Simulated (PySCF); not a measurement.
PySCF 2.14 output of an unrestricted LDA calculation on a single atom or ion in cc-pVTZ (4s3p2d1f, 30 functions), with no relativity, point nucleus:

```
SCF conv_tol = 1e-09
number electrons alpha = 2  beta = 2
    P. A. M. Dirac.,  Math. Proc. Cambridge Philos. Soc. 26, 376 (1930)
    F. Bloch.,  Z. Phys. 57, 545 (1929)
    S. H. Vosko, L. Wilk, and M. Nusair.,  Can. J. Phys. 58, 1200 (1980)
cycle= 1 E= -36.1283050505962  delta_E= -0.00361  |g|= 0.0131  |ddm|= 0.152
cycle= 2 E= -36.128319650823  delta_E= -1.46e-05  |g|= 0.00132  |ddm|= 0.0139
cycle= 3 E= -36.1283198789575  delta_E= -2.28e-07  |g|= 4e-05  |ddm|= 0.0011
cycle= 4 E= -36.1283198794182  delta_E= -4.61e-10  |g|= 2.34e-07  |ddm|= 4.89e-05
converged SCF energy = -36.1283198794182  <S^2> = -6.2172489e-15  2S+1 = 1
```

The run itself started from symmetry-adapted Hartree-Fock orbitals and held the occupation by maximum overlap, on a logarithmic radial grid, so the iterations belong to that start.

Q: Which element, charge and spin multiplicity is this?

A: C²⁺ (carbon, charge +2), multiplicity 1; the state was [He] 2s2, closed-shell 1S.
